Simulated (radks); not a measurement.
Valence configurations of P2+ (all share [Ne]). Method: Dirac Kohn-Sham, BLYP, spin-unpolarised, spherical densities, finite nucleus; open shells fill j = l - 1/2 first; Fermi nuclear charge, rms radius 3.1889 fm; computed with a radial shooting solver on a logarithmic mesh with Libxc functionals. Order these by energy: 3s2 3p1; 3s1.5 3p1.5; 3p3; 3s1 3p2; 3s0.5 3p2.5.

Answer. From the lowest, in eV above it: 3s2 3p1 0.000; 3s1.5 3p1.5 4.819; 3s1 3p2 9.658; 3s0.5 3p2.5 14.556; 3p3 19.473. NIST lists [Ne] 3s2 3p1 as the ground configuration; this level of theory agrees among the configurations tried. The energies are those of spherical spin-averaged densities, not of single terms.
